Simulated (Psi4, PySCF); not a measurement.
Approach curve of the dimer CH4 ··· CHN (SMILES C and C#N). Monomers: optimised at B3LYP-D3(BJ) (def2-TZVP), held rigid. Orientation: a random orientation, not optimised. The monomers approach along the line of their centres of mass (distance R); nothing else relaxes.

Geometry at R = 4.11 Å (first 5 atoms: monomer A):
```
8

C      0.0000     0.0000     0.0000
H     -0.6076     0.8840    -0.1887
H     -0.4400    -0.8578    -0.5068
H      0.0388    -0.1919     1.0714
H      1.0087     0.1657    -0.3759
C      3.7195     2.2275    -0.8368
N      3.3639     1.2819    -1.3782
H      4.0505     3.1075    -0.3329
``` The table gives interaction energies.

| R / Å | A | B | C |
|---|---|---|---|
| 3.53 | 2.76 | -0.91 | 1.15 |
| 3.73 | 1.30 | -1.59 | 0.18 |
| 3.90 | 0.64 | -1.69 | -0.19 |
| 4.11 | 0.22 | -1.49 | -0.36 |
| 4.35 | 0.01 | -1.09 | -0.38 |
| 4.49 | -0.04 | -0.86 | -0.35 |
| 4.81 | -0.08 | -0.44 | -0.27 |
| 5.07 | -0.08 | -0.24 | -0.21 |
| 5.65 | -0.05 | -0.08 | -0.11 |
| 6.28 | -0.03 | -0.04 | -0.06 |
| 7.30 | -0.01 | -0.02 | -0.03 |
| 8.63 | -0.01 | -0.01 | -0.01 |

Energies in kcal/mol.

Q: Assign the columns to these levels of theory: HF/aug-cc-pVTZ, counterpoise-corrected in Psi4 1.11; PySCF 2.14.0 with restricted MP2 (frozen core)/3-21G, no counterpoise correction; DF-SCS-MP2/aug-cc-pVTZ, frozen core, counterpoise-corrected run with Psi4.

A: A is HF/aug-cc-pVTZ; B is RMP2/3-21G; C is SCS-MP2/aug-cc-pVTZ.
